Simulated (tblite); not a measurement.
Compound: C5H11Si2 (doublet state).
Geometry (GFN2-xTB, Å), atoms numbered from 1 in this order:
```
atom  x, y, z in Å
C1     3.186   -0.051   -0.716
C2     2.297   -0.525    0.338
C3     1.056   -0.545    0.708
C4    -0.097    0.074   -0.045
Si5   -1.592   -1.084   -0.431
C6    -2.714    0.245    0.378
Si7   -1.214    1.295    0.950
H8     2.640    0.492   -1.498
H9     3.698   -0.893   -1.185
H10    3.940    0.621   -0.302
H11    0.764   -1.034    1.631
H12    0.298    0.537   -0.951
H13   -1.830   -1.349   -1.851
H14   -1.553   -2.347    0.308
H15   -3.362    0.758   -0.328
H16   -3.355   -0.117    1.177
H17   -0.981    1.246    2.394
H18   -1.190    2.685    0.491
```

The geometry is computed with GFN2-xTB (gas phase). This method treats the open shell by occupation alone, without spin polarisation.

Take the most abundant isotopes and a rigid rotor. The values belong to one conformer with, in the numbering `[CH3:1]/[C:2]=[CH:3]\[CH:4]1[SiH2:5][CH2:6][SiH2:7]1`, C2–C3–C4–Si5 127°, C3–C4–Si5–C6 127°, C4–Si5–C6–Si7 -6°, Si5–C6–Si7–C4 6°, C3–C4–Si7–C6 -127°.

Problem. What are A, B and C (GHz)?

Solution. Ia = 160.20, Ib = 495.56, Ic = 594.27 u·Å²; 505379 MHz·u·Å²/I gives 3155, 1020 and 850.4 MHz, that is A = 3.1546, B = 1.0198, C = 0.8504 GHz.

Problem. What kind of rotor is it?

Solution. An asymmetric top: κ = (2 × 1020 − 3155 − 850.4)/(3155 − 850.4) = -0.85.

Problem. What does the inertial defect say?

Solution. Not planar: Δ = Ic − Ia − Ib = -61.49 u·Å². For a rigid frame Δ = −2 Σ m c², so Σ m c² = 30.75 u·Å² lies off the ab plane: 15.16 from hydrogen and 15.59 from heavier atoms. The atom farthest from that plane is 1.81 Å away.

Problem. Give the other two planar moments, Paa and Pbb, and the rms extents of the mass along the axes.

Solution. Paa = Σ m a² = (Ib + Ic − Ia)/2 = 464.82 and Pbb = Σ m b² = (Ia + Ic − Ib)/2 = 129.46 u·Å². With the mass M = 127.04 u, the rms extents √(P/M) along a, b and c are 1.91, 1.01, 0.49 Å.

Problem. Where do the levels up to J = 5 lie, in MHz?

Solution. Above 0(0,0):
J = 1: 1(0,1) 1870, 1(1,1) 4005, 1(1,0) 4174
J = 2: 2(0,2) 5601, 2(1,2) 7576, 2(1,1) 8084, 2(2,1) 14489, 2(2,0) 14498
J = 3: 3(0,3) 11173, 3(1,3) 12927, 3(1,2) 13943, 3(2,2) 20099, 3(2,1) 20148, 3(3,1) 31203, 3(3,0) 31203
J = 4: 4(0,4) 18559, 4(1,4) 20050, 4(1,3) 21742, 4(2,3) 27573, 4(2,2) 27716, 4(3,2) 38702, 4(3,1) 38704, 4(4,1) 54222, 4(4,0) 54222
J = 5: 5(0,5) 27725, 5(1,5) 28939, 5(1,4) 31470, 5(2,4) 36902, 5(2,3) 37230, 5(3,3) 48083, 5(3,2) 48093, 5(4,2) 63594, 5(4,1) 63594, 5(5,1) 83550, 5(5,0) 83550

Problem. Estimate the classical rotational partition function at 10 K, 25 K and 50 K.

Solution. Point group Cs, symmetry number σ = 1; q = (√π/σ)·√((kT/h)³/(ABC)), k/h = 20836.6 MHz/K: 3220 at 10 K, 12700 at 25 K, 36000 at 50 K.

For this open shell read J as N, the rotation without spin; fine and hyperfine splittings come on top. Its GFN2-xTB frequencies are all real (lowest 34 cm⁻¹). No vibrational averaging or centrifugal distortion is included, and the geometry carries the error of its method.

The run took 0.44 s of wall time on an Arm Neoverse V1 with one thread, no GPU, shared host with 32 logical CPUs at a one-minute load of 28. These figures are those of the optimisation.
